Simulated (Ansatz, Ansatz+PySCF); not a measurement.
```
atom    x (Å)    y (Å)    z (Å)
   O  -0.0173  -0.0309  -0.1549
   H  -0.0443   0.7473   0.5008
   H   0.0490  -0.7606   0.4864
```

Basis set: def2-SVP (spherical functions). Left uncorrelated: 1 orbital. Charge 0, multiplicity 1.

Computed with Ansatz (development build ahead of 0.2.0); each method stands on the lowest determinant of its kind that the runs found. Restricted open shells among the atoms or ions are ROHF, correlated in semicanonical orbitals with singles. Restricted functionals stand beside restricted open-shell atoms, which can lie above the unrestricted atoms usual in DFT and then raise those values.

The atomization energy at this shape (free ground-state atoms in the same class of orbitals less the molecule, no zero-point energy) of singlet H2O:

| method | atomization energy |
| --- | --- |
| ωB97X (restricted) | 9.62 eV |
| ωB97X (unrestricted) | 9.55 eV |
| r²SCAN (restricted) | 9.69 eV |
| r²SCAN (unrestricted) | 9.60 eV |
| PBE0 (restricted) | 9.53 eV |
| PBE (unrestricted) | 9.77 eV |
| PBE (restricted) | 9.82 eV |
| RHF-CCSD(T) | 9.15 eV |
| RHF-MP2 | 9.24 eV |
| RHF | 6.56 eV |
| UHF | 6.43 eV |

Task: What does PBE0 (unrestricted) give?

Result: 9.47 eV.
